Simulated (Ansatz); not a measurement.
Geometry optimisation, RKS PBE/def2-SVP in Ansatz.

Input:

```yaml
crystal:
  periodic: [false, false, false]
  atoms:
    - { symbol: W, position_ang: [0.307033, 0.25478, -0.349238] }
    - { symbol: H, position_ang: [0.305924, 0.253361, 2.567265] }
    - { symbol: H, position_ang: [1.417549, -0.741088, 0.438218] }
    - { symbol: H, position_ang: [-0.686915, 1.375935, 0.445583] }
    - { symbol: H, position_ang: [-1.364897, -0.109118, -0.290296] }
    - { symbol: H, position_ang: [-0.242648, -1.305647, 0.094288] }
    - { symbol: O, position_ang: [0.553182, 0.223292, -2.186459] }
    - { symbol: H, position_ang: [0.181119, 0.866576, -2.820345] }
    - { symbol: F, position_ang: [1.503747, 1.539937, 0.364666] }
    - { symbol: H, position_ang: [0.711708, 0.682472, 2.146118] }
basis:
  gaussian: { orbitals: def2-SVP }
hamiltonian:
  xc: pbe
relax:
  f_tol: 0.03
  max_steps: 50
output:
  orbitals: {}
```

Command:

```bash
$ ansatz run input.yaml --threads 2 --pin off --max-ram 3072MiB --backend cpu --events-out ev --progress --plain --runs-dir out
```

Task: Where does it end, and by what steps?

Result: It converged. After 21 steps the energy has fallen by 0.587 eV; H2 moved furthest, 1.00 Å. Joined: W1–H2 (2.92 → 1.93 Å), W1–H10 (2.56 → 1.93 Å).

| step | energy less start (eV) | largest force component (eV/Å) | accepted |
| --- | --- | --- | --- |
| 0 | 0.0000 | 1.145 | yes |
| 1 | -0.1162 | 0.356 | yes |
| 2 | -0.1360 | 0.529 | yes |
| 3 | -0.1795 | 0.282 | yes |
| 4 | -0.2228 | 0.159 | yes |
| 5 | -0.2257 | 0.689 | yes |
| 6 | -0.2889 | 0.403 | yes |
| 7 | -0.2751 | 0.559 | no |
| 8 | -0.3179 | 0.179 | yes |
| 9 | -0.3311 | 0.190 | yes |
| 10 | -0.3450 | 0.876 | yes |
| 11 | -0.3917 | 1.305 | yes |
| 12 | -0.5269 | 0.737 | yes |
| 13 | -0.5265 | 0.434 | no |
| 14 | -0.5680 | 0.153 | yes |
| 15 | -0.5780 | 0.341 | yes |
| 16 | -0.5847 | 0.047 | yes |
| 17 | -0.5855 | 0.042 | yes |
| 18 | -0.5862 | 0.046 | yes |
| 19 | -0.5868 | 0.039 | yes |
| 20 | -0.5863 | 0.058 | no |
| 21 | -0.5872 | 0.017 | yes |

```xyz
10
Properties=species:S:1:pos:R:3
W 0.418 0.375 -0.142
H -0.133 0.508 1.703
H 1.585 -0.498 0.735
H -0.546 1.566 0.596
H -1.227 -0.068 0.039
H -0.007 -1.251 0.182
O 0.457 0.211 -1.999
H -0.071 0.513 -2.759
F 1.712 1.757 0.319
H 0.499 -0.074 1.737
```

Whether the end is a true minimum wasn't checked by a vibrational analysis.

Run time: 47 s on 2 threads of Arm Neoverse V1 (shared host), peak memory 0.13 GiB.
